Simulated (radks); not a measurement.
Q: Sb XLI, 11 electrons, occupied as [He] 2s2 2p5 3s1 3p1 (not the ground configuration). All-electron calculation, Dirac Kohn-Sham, LDA (Slater exchange, Perdew-Wang correlation), spin-unpolarised, spherical densities, point nucleus; open shells fill j = l - 1/2 first. Program: a radial shooting solver on a logarithmic mesh with Libxc functionals. Some entries of the table are withheld. Estimate them.

orbital  occ.  eigenvalue (eV)  <r^2> (bohr^2)  <r> (bohr)
1s1/2       2        -32990.82             (1)     0.02841
2s1/2       2              (2)         0.01682      0.1194
2p1/2       2              (3)         0.01235      0.1005
2p3/2       3              (4)         0.01352      0.1056
3s1/2       1        -2892.879         0.09347      0.2865
3p1/2       1        -2808.806         0.08487         (5)
3p3/2       0        -2739.321         0.08947         (6)

A: 
(1) 1s1/2 <r^2> (bohr^2): 0.001093
(2) 2s1/2 eigenvalue (eV): -7115.042
(3) 2p1/2 eigenvalue (eV): -6874.041
(4) 2p3/2 eigenvalue (eV): -6608.199
(5) 3p1/2 <r> (bohr): 0.2710
(6) 3p3/2 <r> (bohr): 0.2785
